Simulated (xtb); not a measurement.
C$_{2}$H$_{6}$SZn, charge +1, doublet, geometry from GFN2-xTB (such geometries of metal compounds can be far from the true shape) (a state made from the parent by changing its charge; the spin is typed, not shown lowest), atoms displaced at random by about 0.1 Å a coordinate; GFN1-xTB (xtb 6.7.1).

xtb was given this input:
```
$ xtb mol.xyz --gfn 1 --chrg 1 --uhf 1 --opt vtight --json

# file mol.xyz
10

Zn    -0.25975713    -0.19497488     0.50583914
C      0.61327752    -1.82069973    -0.64145039
C      0.80275469    -1.56956854    -2.19959881
H     -0.00252640    -2.85064832    -0.30235506
H      1.81296222    -1.91862706    -0.13597183
H      1.30609495    -0.84062689    -2.75591989
H     -0.17813837    -1.34060085    -2.52859968
H      1.39068962    -2.64827045    -2.52545166
S     -0.44141274     1.96616677     0.70753239
H     -1.37787052     1.86270192     1.77738611
```

Q: Write the output that xtb gives for this input, abridged.

A: 
```
   ID    Z sym.   atoms
    1   30 Zn     1
    2    6 C      2, 3
    3    1 H      4-8, 10
    4   16 S      9

           -------------------------------------------------
          |                Calculation Setup                |
           -------------------------------------------------

           -------------------------------------------------
          |                 G F N 1 - x T B                 |
           -------------------------------------------------

          ...................................................
          :                      SETUP                      :
          :.................................................:
          :  # basis functions                  34          :
          :  # atomic orbitals                  33          :
          :  # shells                           21          :
          :  # electrons                        21          :
          :  # halogen bonds                     0          :
          :  max. iterations                   250          :
          :  Hamiltonian                  GFN1-xTB          :
          :  restarted?                      false          :
          :  GBSA solvation                  false          :
          :  PC potential                    false          :
          :  electronic temp.          300.0000000     K    :
          :  accuracy                    1.0000000          :
          :  -> integral cutoff          0.2500000E+02      :
          :  -> integral neglect         0.1000000E-07      :
          :  -> SCF convergence          0.1000000E-05 Eh   :
          :  -> wf. convergence          0.2000000E-04 e    :
          :  Broyden damping             0.4000000          :
          :  net charge                          1          :
          :  unpaired electrons                  1          :
          ...................................................

 iter      E             dE          RMSdq      gap      omega  full diag
   1    -11.4356577 -0.114357E+02  0.613E+00    3.22       0.0  T
   2    -11.4620998 -0.264421E-01  0.389E+00    3.69       1.0  T
   3    -11.4454279  0.166719E-01  0.167E+00    3.34       1.0  T
   4    -11.4577417 -0.123138E-01  0.748E-01    3.50       1.0  T
   5    -11.4664330 -0.869132E-02  0.999E-02    3.52       1.0  T
   6    -11.4665005 -0.674749E-04  0.214E-02    3.52       1.5  T
   7    -11.4665036 -0.307020E-05  0.431E-03    3.52       7.3  T
   8    -11.4665037 -0.160022E-06  0.154E-03    3.52      20.5  T
   9    -11.4665037 -0.393412E-08  0.303E-04    3.52     104.3  T
  10    -11.4665037 -0.410257E-09  0.954E-05    3.52     331.3  T
  11    -11.4665037 -0.428972E-10  0.512E-06    3.52    6172.1  T

   *** convergence criteria satisfied after 11 iterations ***

         :::::::::::::::::::::::::::::::::::::::::::::::::::::
         ::                     SUMMARY                     ::
         :::::::::::::::::::::::::::::::::::::::::::::::::::::
         :: total energy             -11.392939678652 Eh    ::
         :: gradient norm              0.184906992024 Eh/a0 ::
         :: HOMO-LUMO gap              3.522700698913 eV    ::
         ::.................................................::
         :: SCC energy               -11.466503734514 Eh    ::
         :: -> electrostatic           0.096727196350 Eh    ::
         :: repulsion energy           0.076558741785 Eh    ::
         :: dispersion energy         -0.002994685923 Eh    ::
         :: halogen bond corr.         0.000000000000 Eh    ::
         :: add. restraining           0.000000000000 Eh    ::
         :: total charge               1.000000000000 e     ::
         :::::::::::::::::::::::::::::::::::::::::::::::::::::

      -----------------------------------------------------------
     |                   =====================                   |
     |                        A N C O P T                        |
     |                   =====================                   |
[...]
 * total energy  :   -11.4693334 Eh     change       -0.1390173E-05 Eh
 * total energy  :   -11.4693343 Eh     change       -0.8397371E-06 Eh
 * total energy  :   -11.4693354 Eh     change       -0.1128786E-05 Eh
 * total energy  :   -11.4693376 Eh     change       -0.2207642E-05 Eh
 * total energy  :   -11.4693384 Eh     change       -0.7609860E-06 Eh
 * total energy  :   -11.4693398 Eh     change       -0.1402873E-05 Eh
 * total energy  :   -11.4693399 Eh     change       -0.1423827E-06 Eh
 * total energy  :   -11.4693402 Eh     change       -0.2460182E-06 Eh
 * total energy  :   -11.4693404 Eh     change       -0.2689722E-06 Eh
 * total energy  :   -11.4693407 Eh     change       -0.2321828E-06 Eh
 * total energy  :   -11.4693408 Eh     change       -0.1311430E-06 Eh
 * total energy  :   -11.4693409 Eh     change       -0.5592104E-07 Eh
   *** GEOMETRY OPTIMIZATION CONVERGED AFTER 73 ITERATIONS ***
         :: total energy             -11.469340855538 Eh    ::
[...]
         2        2.0000           -0.8371884             -22.7811
         3        2.0000           -0.7947499             -21.6262
         4        2.0000           -0.7420149             -20.1913
         5        2.0000           -0.7187188             -19.5573
         6        2.0000           -0.7081029             -19.2685
         7        2.0000           -0.7000071             -19.0482
         8        2.0000           -0.6737096             -18.3326
         9        2.0000           -0.6662845             -18.1305
        10        2.0000           -0.6138589             -16.7040
        11        1.0000           -0.5836052             -15.8807 (HOMO)
        12                         -0.4522398             -12.3061 (LUMO)
        13                         -0.3506494              -9.5417
        14                         -0.3397281              -9.2445
        15                         -0.3206828              -8.7262
        16                         -0.2917352              -7.9385
        17                         -0.2767961              -7.5320
        18                         -0.2371687              -6.4537
        19                         -0.2347386              -6.3876
        20                         -0.2260896              -6.1522
        21                         -0.2243704              -6.1054
        22                         -0.2225533              -6.0560
       ...                                ...                  ...
        33                          0.5761690              15.6784
      -------------------------------------------------------------
                  HL-Gap            0.1313654 Eh            3.5746 eV
             Fermi-level           -0.5583273 Eh          -15.1929 eV

  Mulliken/CM5 charges         n(s)   n(p)   n(d)
     1Zn    0.52718  0.62805   1.045  0.427  0.000
     2C    -0.02371 -0.15606   1.101  2.923  0.000
     3C    -0.06943 -0.22096   1.015  3.055  0.000
     4H     0.08748  0.13903   0.913  0.000  0.000
     5H     0.08739  0.13892   0.913  0.000  0.000
     6H     0.07630  0.12737   0.924  0.000  0.000
     7H     0.07613  0.12723   0.924  0.000  0.000
     8H     0.12131  0.17204   0.879  0.000  0.000
     9S    -0.09511 -0.23676   1.912  4.188 -0.005
    10H     0.21246  0.28113   0.788  0.000  0.000

Wiberg/Mayer (AO) data.
largest (>0.10) Wiberg bond orders for each atom

 ---------------------------------------------------------------------------
     #   Z sym  total        # sym  WBO       # sym  WBO       # sym  WBO
 ---------------------------------------------------------------------------
     1  30 Zn   1.778 --     9 S    1.125     2 C    0.480
     2   6 C    3.730 --     3 C    1.117     4 H    0.952     5 H    0.951
                             1 Zn   0.480     9 S    0.163
     3   6 C    3.991 --     2 C    1.117     7 H    0.961     6 H    0.959
                             8 H    0.889
     4   1 H    0.997 --     2 C    0.952
     5   1 H    0.998 --     2 C    0.951
     6   1 H    0.996 --     3 C    0.959
     7   1 H    0.996 --     3 C    0.961
     8   1 H    0.963 --     3 C    0.889
     9  16 S    2.236 --     1 Zn   1.125    10 H    0.916     2 C    0.163
    10   1 H    0.954 --     9 S    0.916
 ---------------------------------------------------------------------------

Topologies differ in total number of bonds
Writing topology from bond orders to xtbtopo.mol

 dipole moment from electron density (au)
     X       Y       Z
  -0.0627  -1.3917   0.1343  total (Debye):    3.557

optimized geometry written to: xtbopt.xyz

           -------------------------------------------------
          | TOTAL ENERGY              -11.469340855538 Eh   |
          | GRADIENT NORM               0.000046161585 Eh/α |
          | HOMO-LUMO GAP               3.574633447495 eV   |
           -------------------------------------------------

normal termination of xtb
```
